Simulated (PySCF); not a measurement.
Ga(F)2(OAc) (C2H3F2GaO2), SMILES CC(=O)[O][Ga]([F])[F]. Coordinates come from a PBE-D3(BJ)/def2-SVP optimisation. The values are those of a single conformer.

Computed equilibrium geometry at PBE-D3(BJ)/def2-SVP (PySCF confirms it by a frequency run) as bond lengths and angles, and its point group (one conformer of several):
point group Cs.
Atoms: Ga1 F2 F3 O4 C5 C6 O7 H8 H9 H10. Bonds (Å): Ga1–F2 1.755, Ga1–F3 1.755, Ga1–O4 2.002, Ga1–C5 2.342, Ga1–O7 2.002, O4–C5 1.287, C5–C6 1.494, C5–O7 1.287, C6–H8 1.104, C6–H9 1.104, C6–H10 1.110. Bond angles (°): F2–Ga1–F3 120.2, F2–Ga1–O4 114.7, F2–Ga1–C5 120.1, F2–Ga1–O7 114.7, F3–Ga1–O4 114.5, F3–Ga1–C5 119.7, F3–Ga1–O7 114.5, O4–Ga1–C5 33.3, O4–Ga1–O7 66.6, C5–Ga1–O7 33.3, Ga1–O4–C5 88.0, Ga1–C5–O4 58.7, Ga1–C5–C6 178.6, Ga1–C5–O7 58.7, O4–C5–C6 121.3, O4–C5–O7 117.4, C6–C5–O7 121.3, C5–C6–H8 110.4, C5–C6–H9 110.4, C5–C6–H10 108.2, H8–C6–H9 111.5, H8–C6–H10 108.1, H9–C6–H10 108.1, Ga1–O7–C5 88.0.
Charge 0, spin multiplicity 1.
